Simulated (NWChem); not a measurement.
System: SiH$_{2}$O, singlet; SMILES [SiH]O

NWChem printed, in part:

```
             Northwest Computational Chemistry Package (NWChem) 7.3.0
             --------------------------------------------------------

                             Geometry "geometry" -> ""
                             -------------------------

 Output coordinates in angstroms (scale by  1.889725989 to convert to a.u.)

  No.       Tag          Charge          X              Y              Z
 ---- ---------------- ---------- -------------- -------------- --------------
    1 Si                  14.0000     0.14643700    -0.64124200     0.00000000
    2 H                    1.0000    -1.41217300    -0.85614200     0.00000000
    3 O                    8.0000     0.14061900     1.04887500     0.00000000
    4 H                    1.0000    -0.72996200     1.48900000     0.00000000

 Effective nuclear repulsion energy (a.u.)      49.2709085322

                              NWChem Property Module
                              ----------------------

                                 NWChem DFT Module
                                 -----------------

 Summary of "ao basis" -> "ao basis" (spherical)
 ------------------------------------------------------------------------------
       Tag                 Description            Shells   Functions and Types
 ---------------- ------------------------------  ------  ---------------------
 Si                       aug-cc-pvtz               16       50   6s5p3d2f
 H                        aug-cc-pvtz                9       23   4s3p2d
 O                        aug-cc-pvtz               14       46   5s4p3d2f

            General Information
            -------------------
          SCF calculation type: DFT
          Wavefunction type:  closed shell.
          No. of atoms     :     4
          No. of electrons :    24
           Alpha electrons :    12
            Beta electrons :    12
          Charge           :     0
          Spin multiplicity:     1
          Use of symmetry is: off; symmetry adaption is: off
          Maximum number of iterations: 150
          AO basis - number of functions:   142
                     number of shells:    48
          Convergence on energy requested:  1.00D-06
          Convergence on density requested:  1.00D-05
          Convergence on gradient requested:  5.00D-04

              XC Information
              --------------
                         B3LYP Method XC Potential
                     Hartree-Fock (Exact) Exchange  0.200
                        Slater Exchange Functional  0.800 local
                    Becke 1988 Exchange Functional  0.720 non-local
              Lee-Yang-Parr Correlation Functional  0.810
                  VWN I RPA Correlation Functional  0.190 local

             Grid Information
             ----------------
          Grid used for XC integration:  medium
          Radial quadrature: Mura-Knowles
          Angular quadrature: Lebedev.
          Tag              B.-S. Rad. Rad. Pts. Rad. Cut. Ang. Pts.
          ---              ---------- --------- --------- ---------
          Si                  1.10       88          14.0       590
          H                   0.35       45          14.0       434
          O                   0.60       49          12.0       434
          Grid pruning is: on
          Number of quadrature shells:   227
          Spatial weights used:  Erf1

      Superposition of Atomic Density Guess
      -------------------------------------

 Sum of atomic energies:        -364.62215939

      Non-variational initial energy
      ------------------------------

 Total energy =    -364.857448
 1-e energy   =    -602.253868
 2-e energy   =     188.125512
 HOMO         =      -0.234962
 LUMO         =      -0.059442

   convergence    iter        energy       DeltaE   RMS-Dens  Diis-err
 ---------------- ----- ----------------- --------- --------- ---------
 d= 0,ls=0.0,diis     1   -365.9154285665 -4.15D+02  6.37D-03  6.02D-01
 d= 0,ls=0.0,diis     2   -365.7794946801  1.36D-01  3.65D-03  1.92D+00
 d= 0,ls=0.0,diis     3   -365.9691260230 -1.90D-01  5.34D-04  4.16D-02
 d= 0,ls=0.0,diis     4   -365.9726481891 -3.52D-03  1.31D-04  7.98D-04
 d= 0,ls=0.0,diis     5   -365.9727500044 -1.02D-04  3.35D-05  2.42D-05
  Resetting Diis
 d= 0,ls=0.0,diis     6   -365.9727521950 -2.19D-06  9.27D-06  6.34D-07
 d= 0,ls=0.0,diis     7   -365.9727522509 -5.59D-08  1.55D-06  2.57D-08

         Total DFT energy =     -365.972752250909
      One electron energy =     -603.838841614833
           Coulomb energy =      218.807983389506
    Exchange-Corr. energy =      -30.212802557769
 Nuclear repulsion energy =       49.270908532188

 Numeric. integr. density =       24.000005429367

                       DFT Final Molecular Orbital Analysis
                       ------------------------------------

 Vector   10  Occ=2.000000D+00  E=-3.656075D-01
              MO Center=  1.1D-01,  9.1D-01,  3.0D-09, r^2= 9.2D-01
   Bfn.  Coefficient  Atom+Function         Bfn.  Coefficient  Atom+Function
  ----- ------------  ---------------      ----- ------------  ---------------
    84      0.403658  3 O  pz                81      0.340281  3 O  pz
    87      0.329039  3 O  pz                12      0.139272  1 Si pz
    90      0.050675  3 O  pz                18      0.050314  1 Si pz
    28      0.043005  1 Si d -1             129      0.028351  4 H  pz

 Vector   11  Occ=2.000000D+00  E=-3.540519D-01
              MO Center= -9.1D-02,  3.2D-01,  7.5D-10, r^2= 2.2D+00
   Bfn.  Coefficient  Atom+Function         Bfn.  Coefficient  Atom+Function
  ----- ------------  ---------------      ----- ------------  ---------------
    83      0.281716  3 O  py                80      0.235903  3 O  py
    11     -0.232357  1 Si py                82      0.206972  3 O  px
    79      0.181568  3 O  px                86      0.166790  3 O  py
     3      0.160846  1 Si s                 77      0.158242  3 O  s
    78      0.146562  3 O  s                 85      0.138820  3 O  px

 Vector   12  Occ=2.000000D+00  E=-2.433052D-01
              MO Center=  1.3D-01, -8.4D-01,  1.9D-08, r^2= 2.5D+00
   Bfn.  Coefficient  Atom+Function         Bfn.  Coefficient  Atom+Function
  ----- ------------  ---------------      ----- ------------  ---------------
     5      0.367943  1 Si s                 10      0.336189  1 Si px
     3      0.313418  1 Si s                 16      0.220786  1 Si px
    52     -0.205913  2 H  s                 53     -0.197768  2 H  s
    11     -0.136671  1 Si py                51     -0.125396  2 H  s
    77     -0.114410  3 O  s                 17     -0.087645  1 Si py

 Vector   13  Occ=0.000000D+00  E=-9.010184D-02
              MO Center=  8.6D-02, -7.1D-01,  1.4D-08, r^2= 3.2D+00
   Bfn.  Coefficient  Atom+Function         Bfn.  Coefficient  Atom+Function
  ----- ------------  ---------------      ----- ------------  ---------------
    18      0.526411  1 Si pz                12      0.459476  1 Si pz
    84     -0.157230  3 O  pz                21      0.149186  1 Si pz
    87     -0.147494  3 O  pz                81     -0.130521  3 O  pz
    90     -0.091978  3 O  pz                15      0.074211  1 Si pz
    23     -0.043562  1 Si d -1              63      0.038013  2 H  pz

 Vector   14  Occ=0.000000D+00  E=-2.943226D-02
              MO Center= -6.5D-01,  8.5D-01,  3.1D-08, r^2= 8.1D+00
   Bfn.  Coefficient  Atom+Function         Bfn.  Coefficient  Atom+Function
  ----- ------------  ---------------      ----- ------------  ---------------
   123      0.700616  4 H  s                  6     -0.606424  1 Si s
    54      0.424611  2 H  s                  5     -0.312746  1 Si s
    78      0.257442  3 O  s                 89     -0.235097  3 O  py
   122      0.218860  4 H  s                 19      0.190032  1 Si px
    77     -0.189491  3 O  s                 11      0.165981  1 Si py

 Vector   15  Occ=0.000000D+00  E= 2.642493D-03
              MO Center= -9.4D-01, -2.3D+00,  9.9D-08, r^2= 1.3D+01
   Bfn.  Coefficient  Atom+Function         Bfn.  Coefficient  Atom+Function
  ----- ------------  ---------------      ----- ------------  ---------------
     6      2.121649  1 Si s                 54     -1.993787  2 H  s
     5      0.996889  1 Si s                 78     -0.830947  3 O  s
    20      0.727853  1 Si py               123     -0.694646  4 H  s
    19     -0.681234  1 Si px                53     -0.655822  2 H  s
    17      0.504502  1 Si py                16     -0.426542  1 Si px

     Multipole analysis of the density
     ---------------------------------

     L   x y z        total         alpha         beta         nuclear
     -   - - -        -----         -----         ----         -------
     0   0 0 0     -0.000000    -12.000000    -12.000000     24.000000

     1   1 0 0     -0.531404     -1.241684     -1.241684      1.951964
     1   0 1 0      0.114373      0.013279      0.013279      0.087816
     1   0 0 1     -0.000000     -0.000000     -0.000000      0.000000

[...]

 DFT Linear Response polarizability / au
 Frequency  =       0.0000000 / au
              X              Y              Z
 -----------------------------------------------
 X      42.8169600      0.1011434      0.0000001
 Y       0.1011398     39.9712179     -0.0000000
 Z       0.0000001     -0.0000000     33.6191799
 -----------------------------------------------
 Eigenvalues =      42.8205503     39.9676276     33.6191799
 Isotropic   =      38.8024526
 Anisotropic =       8.1580382
 -----------------------------------------------

 Magnetic Dipole Response Matrix (nonzero elements):

 Exiting AOResponse driver routine
```

Level: B3LYP/aug-cc-pVTZ. Low-valent species are run as closed-shell singlets; no triplet was tried in these runs. Coordinates come from a PBE-D3(BJ)/def2-SVP optimisation. B3LYP is NWChem's, with the RPA form of VWN correlation.

### Question
Write an input that gives this output.

### Answer
Several could match; the one computed here: the input that was run:
```
start job
memory heap 200 mb stack 900 mb global 1100 mb
geometry units angstroms noautosym nocenter noautoz
  Si     0.146437    -0.641242     0.000000
  H     -1.412173    -0.856142     0.000000
  O      0.140619     1.048875     0.000000
  H     -0.729962     1.489000     0.000000
end
basis spherical
  * library aug-cc-pvtz
end
dft
  xc b3lyp
  iterations 150
end
property
  response 1 0.0
end
task dft property
```
